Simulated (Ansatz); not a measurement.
Dissociation curve of BrNa, singlet.

Method: Ansatz (a quantum-chemistry and plane-wave program) with full CI/cc-pVDZ, cores with 3d frozen.

**Question.** Relative to R = 2.59 Å, what are the energies at R = 2.37, 2.79, 2.89, 4.21 Å?

**Answer.** 2.6 kcal/mol at 2.37 Å, 2.6 kcal/mol at 2.79 Å, 4.9 kcal/mol at 2.89 Å, 44.5 kcal/mol at 4.21 Å.
